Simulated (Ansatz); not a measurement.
`O[SiH](O)CCl` + `O[SiH](F)S` → `O[SiH](O)S[SiH](O)F` + `CCl`  (ligand exchange at the Si–C bond)

Isolated molecules relaxed with PBE0-D4/def2-TZVP in Ansatz; ΔE leaves out vibrations. CBS: MP2 limit from def2 TZ/QZ plus the TZ coupled-cluster correction, frozen cores. This one scheme is used for every species. Functionals use def2-TZVPP. One conformer a species, not always the lowest.

```csv
level,ΔE (eV)
PBE-D4,-0.90
B2PLYP,-0.83
```

What does CCSD(T)/CBS give? (Best estimate.)

The calculation gave: -0.85 eV. The listed levels differ from it by -0.05, 0.02 eV.

Largest T1 diagnostic among the species: 0.012.

In def2-TZVPP, CCSD(T) changes the Hartree–Fock value by −0.07 eV (the triples alone add −0.03 eV) and MP2 by −0.12 eV. The D4 term adds −0.08 eV with B3LYP and −0.05 eV with PBE0; it sums over pairs of atoms, weighted by their polarisabilities, and B3LYP, whose exchange is more repulsive, gets the larger term.

B3LYP here is the variant with VWN-RPA as its local correlation; programs differ in this.
